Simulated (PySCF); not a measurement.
## `CC[C@@H](C)OC(C)=O`, C6H12O2

Geometry:
| atom | x (Å) | y (Å) | z (Å) |
| --- | --- | --- | --- |
| C1 | -1.885 | 1.578 | 0.114 |
| C2 | -1.841 | 0.112 | -0.282 |
| C3 | -0.603 | -0.613 | 0.214 |
| C4 | -0.586 | -2.090 | -0.125 |
| O5 | 0.526 | 0.034 | -0.398 |
| C6 | 1.696 | -0.014 | 0.252 |
| C7 | 2.767 | 0.704 | -0.518 |
| O8 | 1.852 | -0.564 | 1.311 |
| H9 | -1.010 | 2.114 | -0.282 |
| H10 | -2.788 | 2.071 | -0.274 |
| H11 | -1.883 | 1.696 | 1.209 |
| H12 | -2.720 | -0.420 | 0.117 |
| H13 | -1.888 | 0.010 | -1.380 |
| H14 | -0.501 | -0.490 | 1.305 |
| H15 | -1.451 | -2.596 | 0.329 |
| H16 | 0.327 | -2.562 | 0.263 |
| H17 | -0.630 | -2.238 | -1.215 |
| H18 | 2.466 | 1.746 | -0.698 |
| H19 | 2.896 | 0.229 | -1.502 |
| H20 | 3.708 | 0.672 | 0.042 |

Method used: quadratic response CAM-B3LYP/aug-cc-pVDZ first hyperpolarisability, Taylor convention, gas phase in PySCF. Geometry: PBE0-D3(BJ)/def2-SVP.

Question: Give the tensor of the second harmonic β(−2ω;ω,ω) at 1064 nm in the axes of these coordinates.

Answer: In au, Taylor convention; rows are the first index (the induced dipole):
```csv
,xx,yy,zz,xy,xz,yz
x,-19.6,+26.3,+3.1,+4.6,-26.8,-5.7
y,+4.8,-2.6,-4.7,+26.2,-5.5,+17.5
z,-27.2,+17.8,+47.0,-5.6,+2.6,-4.8
```
Norm of βᵢ = ⅓ Σⱼ (βᵢⱼⱼ + βⱼᵢⱼ + βⱼⱼᵢ): 38.9 au, hyper-Rayleigh value 29.8 au.
